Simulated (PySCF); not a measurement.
SiCl₅⁻, singlet: molecular constants

These are results of B3LYP/[Si def2-SVPD, Cl def2-SVPD], no relativity, density fitting, PySCF, not measurements.

The structure is a minimum.

```xyz
6
charge -1 multiplicity 1, angstrom
Si    0.0000    0.0000    0.0000
Cl    0.0000    0.0000    2.2446
Cl    0.0000    0.0000   -2.2446
Cl    2.1439    0.0000    0.0000
Cl   -1.0719    1.8567    0.0000
Cl   -1.0720   -1.8567    0.0000
```

| Property | Result |
| --- | --- |
| Point group | D3h |
| Bond lengths | Si–Cl 2.144 Å (×3), Si–Cl 2.245 Å (×2) |
| Bond angles | Cl–Si–Cl 90.0° (×6), Cl–Si–Cl 120.0° (×3), Cl–Si–Cl 180.0° |
| Lowest empty level | 1.92 eV |
| Heat capacity Cp at 298.15 K | 117.7 J/(mol K) |
| Enthalpy at 298.15 K above 0 K | 25.06 kJ/mol |
| Dipole moment about the centre of mass | 0.00 D |
| Entropy at 298.15 K and 1 bar | 383.2 J/(mol K) |
| Zero-point energy | 19.8 kJ/mol |
| Highest occupied level | -3.73 eV |
| Rotational constants | 0.03496, 0.02841, 0.02841 cm⁻¹ |
| Principal quadrupole moments (Buckingham, traceless) about the centre of mass | -10.74, 5.37, 5.37 D Å |
| Principal polarisabilities | 104.6, 104.6, 117.3 bohr³ |
| Rotational symmetry number | 6 |

Harmonic modes (masses in u: Si 27.977, Cl 34.969):
```tsv
symmetry	ω (cm⁻¹)	IR (km/mol, summed over degenerate members)	μ (u)
e'	71	0.5	34.94
e''	217	0.0	34.97
a1'	227	0.0	34.97
e'	234	4.3	33.90
a2''	254	6.1	33.91
a1'	344	0.0	34.97
a2''	404	352	29.53
e'	514	399	29.56
```

In D3h the vibrations span 3e' + e'' + 2a1' + 2a2''. The a1', e'' modes carry no infrared intensity, as symmetry demands.

Charges (e); Mulliken and Löwdin values are unreliable with diffuse functions:
```tsv
atom	Mulliken	Löwdin	polar tensor	Mayer order to Si1
Si1	1.73	-0.22	2.24	–
Cl2,3	-0.62	-0.22	-0.69	0.63
Cl4,5,6	-0.50	-0.11	-0.62	0.73
```

Mulliken populations on Si1: s 4.63, p 7.29, d 0.36.

Counting electrons, silicon keeps none of its valence electrons outside its bonds, so the VSEPR class is AX5 and the expected shape is trigonal bipyramidal (D3h), as computed.

This need not be the most stable arrangement of these atoms. The lowest empty level of this anion is unbound, so it and the gap depend on the basis.

The final relaxation and frequency run took 51 s on 4 threads of a shared Intel Xeon 6975P-C (Granite Rapids) host, with 159 basis functions and 11 gradients; the process peaked at 2.1 GiB.
